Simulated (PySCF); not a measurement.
From one molecule to another.

First species: C6H14P2.
SMILES: `CCP1CCPCC1`

Second species: C₄H₆ClF₃O₂S.
Numbering: `[CH3:1][C@H:2]([CH2:3][C:4]([F:5])([F:6])[F:7])[S:8](=[O:9])(=[O:10])[Cl:11]` (hydrogens: H12, H13, H14 on C1; H15 on C2; H16, H17 on C3)

Levels: PBE0/pcSseg-1 for HOMO energy, LUMO energy and HOMO–LUMO gap. Geometries: GFN2-xTB. All species are isolated and taken at one optimised geometry, non-relativistic unless stated. Electronic properties by PySCF.

The conformers computed, where there is a choice (atom-mapped SMILES and torsion angles):
- `[CH3:1][C@H:2]([CH2:3][C:4]([F:5])([F:6])[F:7])[S:8](=[O:9])(=[O:10])[Cl:11]`: C1–C2–C3–C4 79°, C2–C3–C4–F5 -65°, C1–C2–S8–O9 175°

The conformers of `CCP1CCPCC1` aren't listed.

Values for the first species:

- HOMO energy: -6.56 eV
- LUMO energy: 0.76 eV
- HOMO–LUMO gap: 7.32 eV

(1) Estimate the same properties for the second species, and the change in each.

## Answers

(1) 
```json
{"property": "HOMO energy", "first": "-6.56 eV", "second": "-9.37 eV", "second less first": "-2.81 eV"}
{"property": "LUMO energy", "first": "0.76 eV", "second": "-1.66 eV", "second less first": "-2.42 eV"}
{"property": "HOMO–LUMO gap", "first": "7.32 eV", "second": "7.71 eV", "second less first": "+0.39 eV"}
```

